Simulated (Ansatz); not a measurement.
Conformers of CH4O2Si (SMILES CO[Si]O), B3LYP-D3(BJ)/def2-TZVP minima from an xTB search, which can miss the lowest.
Conformer 1 (charge 0, multiplicity 1, Z-matrix in Å and degrees):
```
O
C 1 1.4255
H 2 1.0899 1 111.40
H 2 1.0908 3 109.54 1 120.34
H 2 1.0908 3 109.56 4 119.30
Si 1 1.6375 2 132.29 3 -0.02
O 6 1.6713 1 101.10 2 -0.04
H 7 0.9622 6 115.97 1 179.92
```
Conformer 2 (charge 0, multiplicity 1):
```xyz
8

C     -1.29479     0.27284     0.04909
O      0.12413     0.19617     0.02652
Si     1.01381    -1.17589     0.32378
O      2.53734    -0.56870     0.13700
H     -1.65279     0.59633    -0.92935
H     -1.60326     1.00442     0.79728
H     -1.75215    -0.69217     0.29028
H      2.62772     0.36701    -0.08593
```

Correlated levels freeze the cores. MP2 and its Hartree–Fock in cc-pV(Q+d)Z are density fitted.

Codes used: Ansatz (Gaussian orbitals). Values without a source in brackets are computed.

The energy of conformer 2 above conformer 1 is E(conformer 2) − E(conformer 1). Total energies (hartree):

```
level                 conformer 2   conformer 1
-------------------  ------------  ------------
HF/cc-pV(T+d)Z       -479.0021959  -479.0021871
MP2/cc-pV(T+d)Z      -479.7576806  -479.7579712
HF/cc-pV(Q+d)Z       -479.0211913  -479.0212046
MP2/cc-pV(Q+d)Z      -479.8336762  -479.8340945
CCSD(T)/cc-pV(T+d)Z  -479.8121065  -479.8123666
```

Q: Work out the energy of conformer 2 above conformer 1 at the basis-set limit: extrapolate the MP2 correlation part as X⁻³, take Hartree–Fock from the larger set, and add the CCSD(T) − MP2 difference of cc-pV(T+d)Z.

A: 
1. Differences (1 hartree = 627.509 kcal/mol): HF/cc-pV(T+d)Z -0.005; MP2/cc-pV(T+d)Z 0.182; HF/cc-pV(Q+d)Z 0.008; MP2/cc-pV(Q+d)Z 0.262; CCSD(T)/cc-pV(T+d)Z 0.163.
2. Correlation parts, MP2 less HF: 0.188 in cc-pV(T+d)Z (X = 3), 0.254 in cc-pV(Q+d)Z (X = 4).
3. Limit (4³·(0.254) − 3³·(0.188))/(4³ − 3³) = 0.302; with HF/cc-pV(Q+d)Z it gives 0.311.
4. CCSD(T) less MP2 in cc-pV(T+d)Z: -0.019.
Result: 0.29 kcal/mol, against 0.18 at MP2/cc-pV(T+d)Z. It is an estimate of this method's limit, not of the exact value.

Ansatz is a quantum-chemistry and plane-wave program.
